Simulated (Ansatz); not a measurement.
Input file for Ansatz (an electronic-structure program): U-CAM-B3LYP/def2-TZVPP on H (SMILES [H]).

Ansatz 0.2 input:
```yaml
crystal:
  periodic: [false, false, false]
  atoms:
    - {symbol: H, position_ang: [0.00000000, 0.00000000, 0.00000000]}
basis:
  gaussian:
    orbitals: def2-TZVPP
hamiltonian:
  xc: {name: CAM-B3LYP}
magnetization: {spin_polarized: true, initial_magnetization: 1}
```

Program output:

```
WARN ansatz: RAYON_NUM_THREADS=1 ignored (pool sized by the plan → 1); use --threads N
Functional definition: CAM-B3LYP
integrals: 0.00 GiB planned
59 factors; their error is unknown
integrals: 0.03 GiB planned
21 factors; integrals over basis functions are off by at most 8.0e-5 eV
mean field: 0.04 GiB planned
mean field evaluation 1: about -13.5650 eV, gradient 7.4e-1 eV
mean field evaluation 2: about -13.5731 eV, gradient 1.3e-1 eV
mean field evaluation 4: about -13.5734 eV, gradient 6.8e-3 eV
mean field evaluation 8: about -13.5733 eV, gradient 1.6e-5 eV
mean field -13.57328253 eV, -0.4988089326 hartree, gradient 1.6e-5 eV, S^2 0.750000; 0 other end points of the search recorded, 0 dependent functions left out
reference -13.57333621 eV, -0.4988109053 hartree; 1, 0 occupied and 13, 14 virtual orbitals, 59 factors
Total energy: -13.57333621 eV, -0.4988109053 hartree
```

The run converged.

Cost: around 0.21 core-seconds (rough).
